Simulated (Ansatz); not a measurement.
`[CH3][SnH]([F])[Cl]` and `[CH3][SnH2][F]` differ in one atom or group.

Ansatz, PBE0-D4/def2-TZVP geometries, multiplicity 1. 

Elements past krypton have def2 core potentials.

```csv
property,`[CH3][SnH]([F])[Cl]`
HOMO energy (PBE0/def2-TZVPP) / eV,-8.77
HOMO–LUMO gap (B3LYP/def2-TZVPP) / eV,7.33
size of the dipole moment (PBE/def2-TZVPP) / D,3.54
HOMO–LUMO gap (PBE/def2-TZVPP) / eV,5.60
HOMO energy (PBE/def2-TZVPP) / eV,-7.41
LUMO energy (PBE0/def2-TZVPP) / eV,-0.84
```

(1) What does the change do to each property? (Best estimate.)

Answers

(1) The calculation gave: 
```tsv
property	`[CH3][SnH2][F]`	shift
HOMO energy (PBE0/def2-TZVPP) / eV	-8.71	0.06
HOMO–LUMO gap (B3LYP/def2-TZVPP) / eV	7.82	0.49
size of the dipole moment (PBE/def2-TZVPP) / D	2.90	-0.64
HOMO–LUMO gap (PBE/def2-TZVPP) / eV	6.19	0.59
HOMO energy (PBE/def2-TZVPP) / eV	-7.37	0.04
LUMO energy (PBE0/def2-TZVPP) / eV	-0.39	0.45
```

With PBE0 the HOMO rises by 0.06 eV and the LUMO rises by 0.45 eV, so the gap widens by about 0.39 eV. PBE moves the HOMO by 0.04 eV and ωB97M-V by 0.07 eV. Dipoles are sizes alone; their direction can turn.

B3LYP here is the variant with VWN-RPA as its local correlation; programs differ in this.

Positive LUMOs are unbound, so they and the gaps depend on the basis.
